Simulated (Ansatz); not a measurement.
A calculation with Ansatz (development build ahead of 0.2.0).

```yaml
crystal:
  periodic: [false, false, false]
  atoms:
    - { symbol: Mo, position_ang: [0.0, 0.0, 0.0] }
    - { symbol: Br, position_ang: [0.0, 0.0, 2.52] }
basis:
  gaussian: { orbitals: def2-TZVPP }
magnetization:
  spin_polarized: true
  initial_magnetization: 3
hamiltonian:
  xc: r2scan
```

The input is written out in the form of the current development build from the run's settings. The basis set brings a core potential for Mo, so the total leaves out those core electrons.

Output:

| Quantity | Value |
| --- | --- |
| Converged | yes |
| Total energy | -2642.32232 hartree |
| Spin squared of the determinant | 4.746 |
| Stability test | minimum |

Caution: another spin multiplicity may lie lower; the unrestricted determinant is a mixture of spin states.
